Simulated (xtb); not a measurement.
xtb input (GFN2-xTB):

```bash
xtb mol.xyz --gfn 2 --ohess tight --chrg 1 --uhf 0
```
mol.xyz:
```
7

B     -0.19174858     0.50422666    -0.08899225
O      0.95674695    -0.11724233     0.44220710
O     -1.45051485    -0.09070745    -0.06933406
H      0.00177022     1.60013470    -0.64049296
H      1.34528074    -0.72155608    -0.28130010
H     -1.54567332    -0.63779947    -0.81978329
H      0.90677538    -0.58864539     1.40157995
```

Output:

```
           -------------------------------------------------
          |                Calculation Setup                |
           -------------------------------------------------

           -------------------------------------------------
          |                 G F N 2 - x T B                 |
           -------------------------------------------------

        Reference                      10.1021/acs.jctc.8b01176
      * Hamiltonian:
        H0-scaling (s, p, d)           1.850000    2.230000    2.230000
        zeta-weighting                 0.500000
      * Dispersion:
        s8                             2.700000
        a1                             0.520000
        a2                             5.000000
        s9                             5.000000
      * Repulsion:
        kExp                           1.500000    1.000000
        rExp                           1.000000
      * Coulomb:
        alpha                          2.000000
        third order                    shell-resolved
        anisotropic                    true
        a3                             3.000000
        a5                             4.000000
        cn-shift                       1.200000
        cn-exp                         4.000000
        max-rad                        5.000000

          ...................................................
          :                      SETUP                      :
          :.................................................:
          :  # basis functions                  16          :
          :  # atomic orbitals                  16          :
          :  # shells                           10          :
          :  # electrons                        18          :
          :  max. iterations                   250          :
          :  Hamiltonian                  GFN2-xTB          :
          :  restarted?                      false          :
          :  GBSA solvation                  false          :
          :  PC potential                    false          :
          :  electronic temp.          300.0000000     K    :
          :  accuracy                    1.0000000          :
          :  -> integral cutoff          0.2500000E+02      :
          :  -> integral neglect         0.1000000E-07      :
          :  -> SCF convergence          0.1000000E-05 Eh   :
          :  -> wf. convergence          0.1000000E-03 e    :
          :  Broyden damping             0.4000000          :
          :  net charge                          1          :
          :  unpaired electrons                  0          :
          ...................................................

 iter      E             dE          RMSdq      gap      omega  full diag
   1    -10.9626675 -0.109627E+02  0.893E+00    5.08       0.0  T
   2    -11.0103814 -0.477139E-01  0.540E+00    3.93       1.0  T
   3    -11.0172302 -0.684878E-02  0.119E+00    4.38       1.0  T
   4    -11.0179312 -0.701045E-03  0.549E-01    4.17       1.0  T
   5    -11.0178735  0.577656E-04  0.243E-01    4.39       1.0  T
   6    -11.0183435 -0.470057E-03  0.368E-02    4.27       1.0  T
[...]
   center of mass at/Å    :       -0.1441073      -0.1179314       0.0340616
  moments of inertia/u·Å² :        0.9117005E+01   0.5061556E+02   0.5973257E+02
rotational constants/cm⁻¹ :        0.1849032E+01   0.3330524E+00   0.2822185E+00

 * 6 selected distances

     #   Z          #   Z                                           value/Å
     1   5 B        2   8 O                                       1.4413451 (max)
     1   5 B        3   8 O                                       1.2945992
     1   5 B        4   1 H                                       1.1671740
     2   8 O        5   1 H                                       0.9688291
     3   8 O        6   1 H                                       0.9588208 (min)
     2   8 O        7   1 H                                       0.9746895

 * 3 distinct bonds (by element types)

   Z      Z             #   av. dist./Å        max./Å        min./Å
   1 H    5 B           1     1.1671740     1.1671740     1.1671740
   1 H    8 O           3     0.9674465     0.9746895     0.9588208
   5 B    8 O           2     1.3679722     1.4413451     1.2945992

           -------------------------------------------------
          |               Frequency Printout                |
           -------------------------------------------------
 projected vibrational frequencies (cm⁻¹)
eigval :       -0.00    -0.00     0.00     0.00     0.00     0.00
eigval :      140.91   407.51   463.16   664.37   723.23   757.52
eigval :      808.56   937.95  1039.13  1343.55  1423.94  2687.26
eigval :     3344.78  3430.44  3585.67
 reduced masses (amu)
   1: 12.69   2: 12.64   3: 12.87   4: 13.32   5: 11.51   6:  9.88   7:  3.44   8:  9.35
   9:  2.99  10:  2.36  11:  4.46  12:  7.76  13:  4.39  14:  6.26  15:  4.55  16:  3.19
  17: 11.37  18:  1.91  19:  1.78  20:  1.91  21:  1.91
Molecule has the following symmetry elements: (sigma)
It seems to be the Cs point group
 IR intensities (km·mol⁻¹)
   1: 15.29   2:  8.72   3: 23.72   4:  8.16   5:  8.76   6: 12.66   7:340.00   8: 42.64
   9:105.03  10:214.32  11:115.48  12:130.04  13: 99.94  14:140.24  15: 93.79  16:165.59
  17:351.05  18: 30.82  19:136.63  20:235.04  21:180.58
 Raman intensities (Ä⁴*amu⁻¹)
   1:  0.00   2:  0.00   3:  0.00   4:  0.00   5:  0.00   6:  0.00   7:  0.00   8:  0.00
   9:  0.00  10:  0.00  11:  0.00  12:  0.00  13:  0.00  14:  0.00  15:  0.00  16:  0.00
  17:  0.00  18:  0.00  19:  0.00  20:  0.00  21:  0.00
 output can be read by thermo (or use thermo option).
 writing <g98.out> molden fake output.
 recommended (thermochemical) frequency scaling factor: 1.0
           -------------------------------------------------
          |             Thermodynamic Functions             |
           -------------------------------------------------

cs  symmetry found (for desy threshold:  0.10E+00) used in thermo

          ...................................................
          :                      SETUP                      :
          :.................................................:
          :  # frequencies                          15      :
          :  # imaginary freq.                       0      :
          :  linear?                             false      :
          :  only rotor calc.                    false      :
          :  symmetry                               cs      :
          :  rotational number                       1      :
          :  scaling factor                  1.0000000      :
          :  rotor cutoff                   50.0000000 cm⁻¹ :
          :  imag. cutoff                  -20.0000000 cm⁻¹ :
          :.................................................:

    mode    ω/cm⁻¹     T·S(HO)/kcal·mol⁻¹    T·S(FR)/kcal·mol⁻¹   T·S(vib)
   ------------------------------------------------------------------------
       1    140.91    -0.83228 ( 98.44%)    -0.74872 (  1.56%)    -0.83097
   ------------------------------------------------------------------------

   temp. (K)  partition function   enthalpy   heat capacity  entropy
                                   cal/mol     cal/K/mol   cal/K/mol   J/K/mol
 298.15  VIB   3.03                 1071.684      8.741      5.795
         ROT  0.127E+05              888.752      2.981     21.757
         INT  0.385E+05             1960.436     11.722     27.552
         TR   0.310E+27             1481.254      4.968     37.440
         TOT                        3441.6903    16.6902    64.9920   271.9264

       T/K    H(0)-H(T)+PV         H(T)/Eh          T*S/Eh         G(T)/Eh
   ------------------------------------------------------------------------
    298.15    0.548468E-02    0.550530E-01    0.308798E-01    0.241732E-01
   ------------------------------------------------------------------------

         :::::::::::::::::::::::::::::::::::::::::::::::::::::
         ::                  THERMODYNAMIC                  ::
         :::::::::::::::::::::::::::::::::::::::::::::::::::::
         :: total free energy         -10.992139917153 Eh   ::
         ::.................................................::
         :: total energy              -11.016313120338 Eh   ::
         :: zero point energy           0.049568303987 Eh   ::
         :: G(RRHO) w/o ZPVE           -0.025395100803 Eh   ::
         :: G(RRHO) contrib.            0.024173203185 Eh   ::
         :::::::::::::::::::::::::::::::::::::::::::::::::::::

optimized geometry written to: xtbopt.xyz

           -------------------------------------------------
          | TOTAL ENERGY              -11.016313120338 Eh   |
          | TOTAL ENTHALPY            -10.961260133779 Eh   |
          | TOTAL FREE ENERGY         -10.992139917153 Eh   |
          | GRADIENT NORM               0.000237300616 Eh/α |
          | HOMO-LUMO GAP               6.860610505221 eV   |
           -------------------------------------------------

------------------------------------------------------------------------
Note: The following floating-point exceptions are signalling: IEEE_UNDERFLOW_FLAG IEEE_DENORMAL
normal termination of xtb
------------------------------------------------------------------------
 total:
 SCF:
 ANC optimizer:
 analytical hessian:
```

It need not be the lowest isomer of its formula.
